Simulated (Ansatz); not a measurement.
Two structures, one formula

The two ends of one reaction step of CH6MgSe, singlet (PBE0-D4/def2-TZVP).

A:

Mg1  (0.370, -0.290, -0.628)
H2  (-1.208, 1.483, 0.326)
C3  (0.137, -1.207, 1.218)
H4  (-1.193, 1.717, -0.388)
Se5  (0.806, 0.532, -2.882)
H6  (0.454, -0.551, 2.036)
H7  (-0.908, -1.474, 1.406)
H8  (0.726, -2.125, 1.296)
H9  (0.815, 1.916, -2.384)
(Å)

B:

```
9
angstrom
Mg -0.7829 0.5997 0.7020
H -1.7059 2.0465 0.8576
C 0.2301 -1.1779 1.1577
H 0.1172 2.1311 -2.1739
Se -0.2781 0.7180 -2.1652
H 0.1047 -1.4875 2.2007
H -0.1128 -2.0151 0.5377
H 1.3094 -1.0848 0.9857
H 1.1183 0.2700 -2.1023
```

Program: Ansatz 0.2.0. Basis: def2-TZVPP. Cores are frozen in the correlated methods. Filled d shells of the heavier atoms are correlated. The outer core shell of Li, Na, Mg and K is correlated. The def2 sets are not built for correlating such inner shells, so the correlated values are less sure here. B3LYP uses VWN-RPA correlation.

Problem. Which structure is lower at CCSD(T), and by how much? (An estimate is asked for; the value comes from the calculation.)

Solution. The calculation gives: A, by 24.87 kcal/mol (electronic energy, against the other). By their contacts, A is a complex of CH₄MgSe ([CH3][Mg][SeH]) + H₂ and B is CH₆MgSe ([CH3][MgH][SeH2]).

All methods give the same order:

```csv
method,E(B) − E(A) (kcal/mol)
SPW92,23.14
PBE-D4,25.06
BLYP-D4,24.84
r2SCAN-D4,26.38
B97M-V,19.26
PBE0-D4,25.36
B3LYP-D4,25.06
r2SCAN0-D4,26.52
BHLYP-D4,25.18
CAM-B3LYP-D4,24.06
wB97X-V,24.34
wB97M-V,24.93
B2PLYP,26.19
PBE-QIDH,26.40
RPA on PBE,22.79
HF,25.26
MP2,27.36
CCSD,24.52
CCSD(T),24.87
```

The T1 diagnostic stays at or below 0.009.

Labels in which every atom is bracketed show which atoms are joined, not bond orders.

For scale, one of the runs: CCSD(T)/def2-TZVPP, 195 basis functions, launched by `ansatz run in.yaml --threads 4 --pin off --events-out ev --progress --plain --max-ram 9574MiB`. Hardware: 4 CPU threads of an Arm Neoverse V1, shared host. Wall time 71 s; peak host memory 2.5 GiB.
